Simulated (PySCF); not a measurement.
Electron correlation in Ge⁺ (germanium, charge +1)

[Ar] 3d10 4s2 4p1, 2P determinant. All numbers are calculated (PySCF 2.14, no relativity, point nucleus, in def2-TZVPPD (7s5p5d1f, 54 functions)). Frozen: [Ar] 3d10; 3 electrons correlated.

```csv
level,correlation energy (mhartree)
CCSD,-51.38
(T),-0.80
CCSD(T),-52.18
CCSDT,-52.44
```

Diagnostics: T1 = 0.011, D1 = 0.0248, largest double amplitude 0.098.

Cost of the coupled-cluster step: roughly 1.5 core-seconds, for 3 correlated electrons.
